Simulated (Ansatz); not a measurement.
Ansatz (a program for electronic structure) input (RI-MP2/def2-TZVPP):
A basis named .json is the Basis Set Exchange file of that set.

Ansatz 0.2 input:
```yaml
crystal:
  periodic: [false, false, false]
  atoms:
    - {symbol: Se, position_ang: [-0.00000000, -0.00000000, -0.04223725]}
    - {symbol: H, position_ang: [0.00000000, 0.00000000, 1.43606650]}
basis:
  gaussian:
    orbitals: def2-TZVPP
    fitting: {mean_field: def2-universal-jkfit, correlation: def2-TZVPP-RIFIT.json}
total_charge: -1
magnetization: {spin_polarized: false}
correlation: {method: mp2, electrons: outside_noble_gas}
```

Output:

```
Functional definition: HF
integrals: 0.01 GiB planned
284 factors; integrals over basis functions are off by at most 1.1e0 eV
189 factors; integrals over basis functions are off by at most 1.2e2 eV
mean field: 0.10 GiB planned
mean field evaluation 1: about -65319.0437 eV, gradient 1.3e1 eV
mean field evaluation 2: about -65319.4404 eV, gradient 6.5e0 eV
mean field evaluation 4: about -65319.5010 eV, gradient 3.6e-1 eV
mean field evaluation 8: about -65319.5019 eV, gradient 2.5e-6 eV
mean field -65319.50189083 eV, -2400.4474193394 hartree, gradient 2.5e-6 eV, S^2 0.000000; 0 other end points of the search recorded, 0 dependent functions left out
14 core orbitals not correlated
reference -65319.50189083 eV, -2400.4474193394 hartree; 4, 4 occupied and 44, 44 virtual orbitals, 189 factors
second order -4.57699089 eV of doubles, -0.00000000 eV of singles
Total energy: -65324.07888172 eV, -2400.6156206524 hartree
```
